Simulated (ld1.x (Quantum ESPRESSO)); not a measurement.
# Pseudopotential generation for sulfur (S): PAW, PBE, non-relativistic.

- Element: sulfur (S)
- Generator: ld1.x (Quantum ESPRESSO) 7.5
- Type: PAW
- Functional: PBE
- Relativity: non-relativistic
- Frozen core: [Ne]
- Valence charge: 6
- Reference configuration: 3s2 3p3 (charge +1)
- Partial waves: 3s (bound): rcut 1.15, rcutus 1.35 bohr; 3s channel at -1.45 Ry: rcut 1.15, rcutus 1.35 bohr; 3p (bound): rcut 1.10, rcutus 1.55 bohr; 3p channel at 0.5 Ry: rcut 1.10, rcutus 1.55 bohr; 3d channel at 0.2 Ry: rcut 1.05, rcutus 1.45 bohr
- Local potential: all-electron potential smoothed inside 1.30 bohr (lloc = -1)
- Core correction: a·sin(br)/r model core, default radius (core density twice the valence density)
- Augmentation charge: PSQ, inside the norm-conserving radii

- Cutoffs needed: 21 Ry and 40 Ry (the cutoffs (Ry, on a coarse ladder) from which the occupation-weighted sum of valence levels, in a spherical-Bessel basis at the reference potential, stays within 10 and 1 mRy of its value at 400 Ry)
- Ghost test: no extra level below or beside the all-electron valence levels (s, p, d, f tested) (spherical-Bessel basis up to 400 Ry, 20 bohr box)
- Largest excitation error: -80 meV (all-electron minus pseudo) for 3s2 3p0, out of 7 test configurations
- Lowest eigenvalue of the overlap operator: 0.47 (s channel)
- Density cutoff estimated by the generator: 432 Ry
